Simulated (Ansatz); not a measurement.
GeH3, SMILES [GeH3-], charge -1.

Geometry: r2SCAN-D4/def2-TZVPD.

Two levels are set side by side: PBE/def2-TZVPD (Ansatz, an electronic-structure program) and ωB97X-V/def2-TZVPD (Ansatz). Energy differences of separate SCF runs at the same geometry; the states with an electron removed or added have multiplicity 2. Differences are taken from unrounded values.

```
quantity                           ωB97X-V
---------------------------------  -------
vertical ionisation energy (eV)       2.12
vertical singlet–triplet gap (eV)     3.77
```

### Question
What does PBE give, and how far is it from ωB97X-V? (Estimate from the structure and the level; the computed values follow.)

### Answer

```
quantity                            PBE  PBE minus ωB97X-V
---------------------------------  ----  -----------------
vertical ionisation energy (eV)    2.09              -0.04
vertical singlet–triplet gap (eV)  3.34              -0.43
```
